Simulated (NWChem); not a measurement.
Species: BSiH4O2Cl; SMILES OB(O)[SiH2]Cl

```xyz
9

Si    -0.9394     0.3968    -0.0005
Cl     0.5644     1.8857    -0.0032
B      0.1361    -1.3492     0.0007
O     -0.3828    -2.6155     0.0084
O      1.4933    -1.2371    -0.0073
H     -1.8062     0.6223    -1.2114
H     -1.8063     0.6255     1.2096
H     -1.3535    -2.6375     0.0140
H      1.7658    -0.2964    -0.0110
```
Atoms are numbered in this order, from 1.

Level: PBE-D3(BJ)/def2-SVP (NWChem), optimised geometry, unscaled harmonic frequencies. 

| frequency (cm⁻¹) | IR intensity (km/mol) |
|---|---|
| 52 | 0.0 |
| 123 | 7.2 |
| 271 | 6.4 |
| 317 | 35.4 |
| 370 | 1.5 |
| 476 | 43.2 |
| 507 | 43.7 |
| 578 | 1.7 |
| 582 | 8.4 |
| 630 | 80.8 |
| 663 | 6.0 |
| 788 | 180.9 |
| 910 | 88.7 |
| 961 | 195.5 |
| 1030 | 115.4 |
| 1244 | 295.1 |
| 1422 | 150.9 |
| 2150 | 74.0 |
| 2156 | 97.2 |
| 3642 | 122.9 |
| 3787 | 84.9 |

```yaml
zero_point_energy: 32.4 kcal/mol
thermal correction to the enthalpy at 298.15 K (with zero-point energy): 37.3 kcal/mol
heat capacity Cv: 23.5 cal/(mol K)
entropy at 298.15 K and 1 atm (symmetry number 1): 83.0 cal/(mol K)
dipole_moment: 2.10 D
```

Rigid rotor and harmonic oscillator; modes under 100 cm⁻¹ make the entropy uncertain.
